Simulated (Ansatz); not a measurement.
A run for Ansatz (a program for electronic structure): R-PBE/def2-TZVPP on ZnNi, 2S+1 = 1, a spin state set in the input, which need not be the lowest, a point of a bond scan (R = 2.210 Å).

Ansatz 0.2 input:
```yaml
crystal:
  periodic: [false, false, false]
  atoms:
    - {symbol: Ni, position_ang: [0.00000000, 0.00000000, 0.00000000]}
    - {symbol: Zn, position_ang: [0.00000000, 0.00000000, 2.20992500]}
basis:
  gaussian:
    orbitals: def2-TZVPP
    pivot_positions_ang: [[0.00000000, 0.00000000, 0.00000000], [0.00000000, 0.00000000, 2.20992500]]
hamiltonian:
  xc: {name: PBE}
output: {forces: true, orbitals: {seedname: ./end}}
```

The log:

```
WARN ansatz: RAYON_NUM_THREADS=1 ignored (pool sized by the plan → 1); use --threads N
Functional definition: PBE
integrals: 0.06 GiB planned
982 factors; their error is unknown
mean field: 0.36 GiB planned
mean field evaluation 1: about -89423.2264 eV, gradient 1.6e2 eV
mean field evaluation 2: about -88512.3648 eV, gradient 5.3e2 eV
mean field evaluation 4: about -89436.7961 eV, gradient 8.9e1 eV
mean field evaluation 8: about -89436.7944 eV, gradient 8.9e1 eV
mean field evaluation 16: about -89448.9768 eV, gradient 3.6e0 eV
mean field evaluation 32: about -89443.7533 eV, gradient 2.3e0 eV
mean field evaluation 64: about -89448.9721 eV, gradient 6.6e-4 eV
mean field evaluation 96: about -89443.8125 eV, gradient 6.6e0 eV
mean field evaluation 128: about -89447.6902 eV, gradient 1.4e1 eV
mean field evaluation 160: about -89440.4858 eV, gradient 4.8e1 eV
mean field -89448.97205983 eV, -3287.1890925080 hartree, gradient 1.9e-5 eV, S^2 0.000000; 8 other end points of the search recorded, 0 dependent functions left out
the calculation of the forces begins
reference -89448.97209066 eV, -3287.1890936408 hartree; 29, 29 occupied and 99, 99 virtual orbitals, 982 factors
Total energy: -89448.97209066 eV, -3287.1890936408 hartree
Atom 0 at     0.000000     0.000000     0.000000 Å, force    -0.000000    -0.000000    -0.084783 eV/Å
Atom 1 at     0.000000     0.000000     2.209925 Å, force     0.000000     0.000000     0.084783 eV/Å
Dipole moment:     0.000000    -0.000000    -0.038393 e Å
```

The calculation finished and met its thresholds.

Cost: roughly 21 core-seconds.
